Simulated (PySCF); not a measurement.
# Electric field gradients and quadrupole coupling constants

Species: C₆H₇O (charge -1).
Atom-mapped SMILES: `[CH3:1][C:2]#[C:3][C@@H:4]1[CH2:5][C@H:6]1[O-:7]` (hydrogens: H8, H9, H10 on C1; H11 on C4; H12, H13 on C5; H14 on C6)

Geometry (GFN2-xTB, Å), atoms numbered from 1 in this order:
```xyz
14
C6H7O angstrom
C      2.833   -0.840   -0.565
C      1.505   -0.407   -0.159
C      0.406   -0.060    0.203
C     -0.877    0.404    0.544
C     -2.107   -0.216   -0.103
C     -1.771    1.207   -0.515
O     -2.438    2.249   -0.204
H      3.045   -1.857   -0.215
H      2.920   -0.830   -1.655
H      3.596   -0.172   -0.156
H     -0.997    0.720    1.576
H     -2.956   -0.380    0.551
H     -1.932   -1.028   -0.802
H     -1.225    1.207   -1.497
```

Field gradients from the B3LYP/pcJ-1 density (PySCF, non-relativistic), principal values in atomic units, ordered |Vxx| ≤ |Vyy| ≤ |Vzz|:

```tsv
atom	Vxx	Vyy	Vzz
O7	-0.5102	-0.9643	1.4745
```

Find the asymmetry η = (Vxx − Vyy)/Vzz and the couplings χ = eQV/h (234.96 MHz × Q in barn × V in au), with Q(17O) = −0.0256 b.

```json
{"atom": "O7", "environment": "alkoxide oxygen", "nucleus": "17O", "η": "0.31", "χzz (MHz)": "-8.87", "χxx (MHz)": "3.07", "χyy (MHz)": "5.80"}
```

What is Vzz at O7 in SI units (1 au = 9.71736 × 10²¹ V/m²)?

1.4745 au = 14.328 × 10²¹ V/m².

What couplings would deuterons (Q(2H) = 0.00286 b) have in place of the hydrogens, at this geometry?

```json
{"atom": "H8", "bonded to": "C1", "bond length (Å)": "1.096", "Vzz (au)": "0.2939", "η": "0.02", "χzz (kHz)": "198"}
{"atom": "H9", "bonded to": "C1", "bond length (Å)": "1.094", "Vzz (au)": "0.2979", "η": "0.02", "χzz (kHz)": "200"}
{"atom": "H10", "bonded to": "C1", "bond length (Å)": "1.094", "Vzz (au)": "0.2979", "η": "0.02", "χzz (kHz)": "200"}
{"atom": "H11", "bonded to": "C4", "bond length (Å)": "1.086", "Vzz (au)": "0.3164", "η": "0.13", "χzz (kHz)": "213"}
{"atom": "H12", "bonded to": "C5", "bond length (Å)": "1.084", "Vzz (au)": "0.3206", "η": "0.09", "χzz (kHz)": "215"}
{"atom": "H13", "bonded to": "C5", "bond length (Å)": "1.086", "Vzz (au)": "0.3171", "η": "0.09", "χzz (kHz)": "213"}
{"atom": "H14", "bonded to": "C6", "bond length (Å)": "1.124", "Vzz (au)": "0.2508", "η": "0.09", "χzz (kHz)": "169"}
```

Geometry: GFN2-xTB; no solvent, vibrations or thermal averaging. The pcJ-1 basis has no diffuse functions, a weakness for an anion. The HOMO energy is positive at this level (+0.58 eV), so the outermost electrons may be held by the finite basis alone. GFN2-xTB bond lengths can be off by several hundredths of an ångström, more for odd bonds, and the gradients follow them. These gradients aren't converged with respect to the basis.
